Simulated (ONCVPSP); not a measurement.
## Transferability test, ONCV potential for arsenic (As)

As, optimised norm-conserving Vanderbilt (ONCV), made with ONCVPSP 4.0.1 (BLYP, fully relativistic). Core [Ne] 3s2, reference 3p6 3d10 4s2 4p2 (charge +1). Waves: 4s: rc 1.65 bohr, ncon 3, nbas 8, qcut 3.5 1/bohr, 1 projector; 3p+4p: rc 1.15 bohr, ncon 4, nbas 9, qcut 11.5 1/bohr, 2 projectors; 3d: rc 0.65 bohr, ncon 3, nbas 8, qcut 21.6 1/bohr, 3 projectors, debl 3 Ha. Local part: polynomial inside 0.50 bohr (lpopt 5, dvloc0 3 Ha). Core correction: Teter function, fcfact 4, rcfact 1.4.

Open shells are filled in proportion to 2j + 1.

Energies are relative to the spin-unpolarised reference configuration 3p6 3d10 4s2 4p2; without spin polarisation the order of configurations can differ from experiment.

Q: Give the all-electron excitation energy and the error of the potential for: 3p6 3d10 4s2 4p3; 3p6 3d10 4s2 4p1; 3p6 3d10 4s2 4p0; 3p6 3d10 4s1 4p4.

A:

| valence configuration | charge | ΔE all-electron (eV) | error AE − PS (meV) |
| --- | --- | --- | --- |
| 3p6 3d10 4s2 4p3 | 0 | -9.034 | +1.3 |
| 3p6 3d10 4s2 4p1 | +2 | 17.860 | +5.5 |
| 3p6 3d10 4s2 4p0 | +3 | 45.618 | +33 |
| 3p6 3d10 4s1 4p4 | 0 | 0.438 | -6.7 |

Levels in the configuration 3p6 3d10 4s2 4p0:

```
   level  all-electron (eV)  pseudo (eV)
3p j=3/2           -166.173     -166.024
3p j=1/2           -171.213     -171.063
3d j=5/2            -74.493      -74.382
3d j=3/2            -75.228      -75.103
4s j=1/2            -44.537      -44.489
```

Note: ghosts flagged at negative energy: s at -575.4 eV; no localised positive-energy state flagged. A true bound ghost makes a file unfit for plane-wave use.
